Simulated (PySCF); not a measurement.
**F⁺: ionisation energy**

F⁺ [He] 2s2 2p4 (3P) → F²⁺ [He] 2s2 2p3 (4S), as a difference of total energies. Computed with PySCF 2.14 in jorge-DZP-DKH (4s2p1d, 15 functions), with the spin-free X2C one-electron Hamiltonian (Gaussian nucleus). Correlated levels: valence: 1s2 frozen. The calculations carry no spin-orbit coupling.

| method | ionisation energy (eV) |
| --- | --- |
| UHF | 33.518 |
| PBE | 35.605 |
| MN15 | 35.532 |
| SCS-MP2 (valence) | 34.189 |
| CCSD (valence) | 34.205 |

Question: Estimate what CCSD(T) (valence) gives.

Answer: 34.220 eV, closest to CCSD (valence) among the rows shown.

Question: Estimate what MP2 (valence) gives.

Answer: 34.200 eV, closest to CCSD (valence) among the rows shown.

Errors of the correlated levels include the incompleteness of this basis and the frozen core.

For comparison: 34.950 eV (measured; NIST levels, between the centres of gravity of the two terms).
